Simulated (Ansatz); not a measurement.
Stepwise reaction of `[F][Al]([Cl])[Cl]` with ammonia, as a gas-phase model of exchange steps in deposition or etching. ΔE in kJ/mol; ΔG adds harmonic PBE0-D4 terms to CCSD(T)/CBS, at 1 bar.

Isolated molecules relaxed with PBE0-D4/def2-TZVP in Ansatz; ΔE leaves out vibrations. CCSD(T)/CBS adds triple-zeta CCSD(T) − MP2 to the extrapolated MP2 energy (def2 sets, frozen cores). This one scheme is used for every species. Functionals use def2-TZVPP. B3LYP here is the variant with VWN-RPA as its local correlation; programs differ in this. Each species was taken in one conformer, which may not be the lowest.

```tsv
step	reaction	PBE-D4	B3LYP-D4	ωB97M-V	CCSD(T)/CBS	ΔG(500 K)
2	`[NH2][Al]([F])[Cl]` + NH₃ → `[NH2][Al]([NH2])[F]` + HCl	76.7	74.6	76.3	75.9	69.3
```

(1) Give the row of step 1, `[F][Al]([Cl])[Cl]` + NH₃ → `[NH2][Al]([F])[Cl]` + HCl. (Estimate.)

(2) By hand: ΔE of the 2 steps together at CCSD(T)/CBS.

Results:

(1) Ansatz gave: 
| step | reaction | PBE-D4 | B3LYP-D4 | ωB97M-V | CCSD(T)/CBS | ΔG(500 K) |
| --- | --- | --- | --- | --- | --- | --- |
| 1 | `[F][Al]([Cl])[Cl]` + NH₃ → `[NH2][Al]([F])[Cl]` + HCl | 60.0 | 57.7 | 59.4 | 60.3 | 51.0 |

(2) (60.3) + (75.9) = 136.2 kJ/mol, or 68.1 kJ/mol a step.

In ΔE each step is higher than the one before. All are uphill at CCSD(T)/CBS. ΔG lies between 51.0 and 69.3 kJ/mol a step. PBE-D4 differs from CCSD(T)/CBS by -0.3 to 0.8 kJ/mol a step. Isolated molecules leave out the surface, adducts and barriers. Largest T1 diagnostic: 0.010.
